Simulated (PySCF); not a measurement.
# Working out the ionisation energy of P⁺

P⁺ [Ne] 3s2 3p2 (3P) → P²⁺ [Ne] 3s2 3p1 (2P). Computed with PySCF 2.14 in aug-cc-pVDZ-DK (5s4p2d, 27 functions), with the spin-free X2C one-electron Hamiltonian (Gaussian nucleus). Frozen: [Ne]. Energies in hartree (1 hartree = 27.21139 eV):

```
            part   P⁺ (lower)  P²⁺ (upper)
             UHF  -341.159399  -340.455290
CCSD correlation    -0.070962    -0.058130
             (T)    -0.001045    -0.000615
```

Q: What does Hartree-Fock give?

A: (-340.455290) − (-341.159399) = 0.704109 hartree = 19.160 eV.

Q: What do CCSD and CCSD(T) give?

A: The CCSD correlation energies differ by 0.012832 hartree = 0.349 eV and the triples by 0.000430 hartree = 0.012 eV, so CCSD gives 19.509 eV and CCSD(T) 19.521 eV.

Reference: 19.769 eV (semi-empirical (NIST evaluation); NIST Atomic Spectra Database, ionization energies), between the lowest levels; spin-orbit coupling is absent from the calculation.

A double-zeta basis recovers only part of the correlation energy.

What remains against the reference includes basis incompleteness, the frozen core and higher excitations.
